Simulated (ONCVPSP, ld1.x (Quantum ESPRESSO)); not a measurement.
## Hardness and transferability of assorted potentials

Generated with ld1.x 7.5 (TM, RRKJ, ultrasoft, PAW), atompaw 4.2 or ONCVPSP 4.0.1. The cutoff is in Ry: for ld1.x and atompaw files where the sum of valence levels is converged to 10 mRy in a Bessel basis, for ONCV files where the hardest occupied wave has 1 mHa per electron of residual kinetic energy. The error is the largest all-electron minus pseudo excitation energy over each file’s own four to seven test configurations (ionisations up to +4, promotions, holes and added fractions of an electron), all of which were solved. The labels leave out finer settings (local radius, basis sizes, second energies), which also bear on the numbers. Spin-polarised tests are not counted. The rows are a selection from randomly drawn settings: files with unsolved tests, undetermined cutoffs or missed reference levels are left out.

A true bound ghost makes a file unfit for plane-wave use even where its test errors are small: the radial tests pick states by their node count and pass the ghost by.

| element | potential | cutoff (Ry) | largest error (meV) | bound ghosts |
| --- | --- | --- | --- | --- |
| P | ONCV, PBE, scalar-relativistic, rc 1.75/1.80/1.90 (spd), local smoothed, core correction yes, reference 3s1.75 3p3.25, qcut 3.8/5.2/4.7, projectors 2/2/2 | 30 | +14 | none |
| Ge | PAW, LDA (PZ), scalar-relativistic, rc 1.75/1.75 (sp), local smoothed, core correction yes, reference 4s2 4p2 | 10 | -337 | none |
| As | TM semilocal, PW91, scalar-relativistic, rc 1.15/2.10 (sp), local p, core correction yes, reference 4s2 4p2.5 | 70 | -65 | none |
| Zr | ONCV, BLYP, scalar-relativistic, rc 1.55/1.65/3.05 (spd), local smoothed, core correction no, reference 4s2 4p6 4d2.5 5s1.5, qcut 8/10.4/4.5, projectors 2/2/3 | 52 | -61 | none |
| Ir | ONCV, PBE, scalar-relativistic, rc 1.75/1.15/2.40 (spd), local smoothed, core correction yes, reference 5s2 5p6 5d7 6s1, qcut 6.1/7.2/6.2, projectors 2/2/2 | 181 | +22 | s |

Task: Fill in the row for Ga: ONCV, PBE, fully relativistic, rc 1.05/1.00/0.75 (spd), local smoothed, core correction yes, reference 3s2 3p6 3d10 4s1 4p2, qcut 11.5/11.7/20.5, projectors 2/2/2.

Result: cutoff 331 Ry, largest error +37 meV, bound ghosts: none.

Task: Fill in the row for Pt: ONCV, PW91, scalar-relativistic, rc 1.15/1.75/1.95 (spd), local smoothed, core correction yes, reference 5s2 5p6 5d8, qcut 6.5/8.4/8, projectors 3/2/2.

Result: cutoff 194 Ry, largest error +8.4 meV, bound ghosts: none.

Task: Fill in the row for Ru: TM, PBE, scalar-relativistic, rc 1.70/1.70/1.90 (spd), local p, core correction yes, reference 4s2 4p6 4d6 5s0 5p0.

Result: cutoff 50 Ry, largest error +1189 meV, bound ghosts: none.
